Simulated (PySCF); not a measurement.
TiO₂ + H₂O → HTi(OH) + O₂

Level: PBE0 in the def2-TZVP basis family, all electrons, no relativity, computed in PySCF with density fitting; open shells unrestricted.

```csv
species,state and structure,E (Eh),ZPE (kJ/mol),H(298 K) − H(0) (kJ/mol),S° (J/(mol K))
TiO₂,"singlet, C2v, Ti–O 1.628 Å (×2); O–Ti–O 111.8°",-999.65179,14.5,11.0,258.1
H₂O,"singlet, C2v, O–H 0.960 Å (×2); H–O–H 105.1°",-76.37736,56.5,9.9,188.7
HTi(OH),"triplet, Cs, O–H 0.956 Å, Ti–H 1.771 Å, Ti–O 1.804 Å; H–O–Ti 149.0°, H–Ti–O 133.4°",-925.61357,44.6,12.7,267.3
O₂,"triplet, D∞h, O–O 1.193 Å",-150.23561,10.3,8.7,204.9
```

What is the electronic reaction energy?

At PBE0/def2-TZVP, ΔE = 472.5 kJ/mol from the differences of the total energies times 2625.5, uphill. 

Add zero-point, thermal and entropy terms for 298.15 K and 1 bar.

ΔZPE = -16.1 and Δ[H(298) − H(0)] = 0.5 kJ/mol give ΔH° = 456.9 kJ/mol. ΔS° = 25.4 J/(mol K), so ΔG° = 456.9 − 298.15 × (0.0254) = 449 kJ/mol.

Open d or f shells are single determinants, so the state found may not be the ground state. Only the bonding shown was studied: isomers, or loss of a ligand pair, can lie lower.
